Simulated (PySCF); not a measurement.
C₂Si, SMILES [C][C][Si] (connectivity only; charge and spin as stated), neutral, multiplicity 1.

The structure is a stationary point at PBE0-D3(BJ)/def2-TZVP. The geometry has at least one imaginary mode, so it is a saddle point at that level.

Computed with TDA-PBE/def2-TZVPD (PySCF 2.14.0).

Vertical excitations; the highest root listed may be one member of a degenerate set. Gas-phase values at a fixed geometry. State labels are in the subgroup C2v.

```tsv
state	symmetry	energy (eV)	λ (nm)	f	main pairs
S1	B2	2.33	533	0.011	HOMO→LUMO+1 (degenerate set)
S2	B1	2.33	533	0.011	HOMO→LUMO (degenerate set)
S3	A2	3.32	373	0.000	HOMO−2→LUMO+1 50 %, HOMO−1→LUMO 50 %
S4	A2	3.47	357	0.000	HOMO−1→LUMO, HOMO−2→LUMO+1 (degenerate set)
S5	A1	3.47	357	0.000	HOMO−2→LUMO, HOMO−1→LUMO+1 (degenerate set)
S6	B2	4.83	256	0.050	HOMO−3→LUMO+1 (degenerate set)
S7	B1	4.83	256	0.050	HOMO−3→LUMO (degenerate set)
S8	A1	6.15	202	0.189	HOMO→LUMO+5 44 %, HOMO−1→LUMO+1 18 %, HOMO−2→LUMO 18 %, HOMO→LUMO+4 13 %
S9	A1	6.32	196	0.022	HOMO→LUMO+4 81 %, HOMO→LUMO+5 18 %
S10	B2	6.88	180	0.001	HOMO→LUMO+3 93 %
T1	B2	1.63	759	0	HOMO→LUMO+1 (degenerate set)
T2	B1	1.63	759	0	HOMO→LUMO (degenerate set)
T3	A1	2.60	477	0	HOMO−1→LUMO+1 50 %, HOMO−2→LUMO 50 %
T4	A2	2.84	436	0	HOMO−2→LUMO+1 50 %, HOMO−1→LUMO 50 %
```
Triplets are in the Tamm–Dancoff approximation.
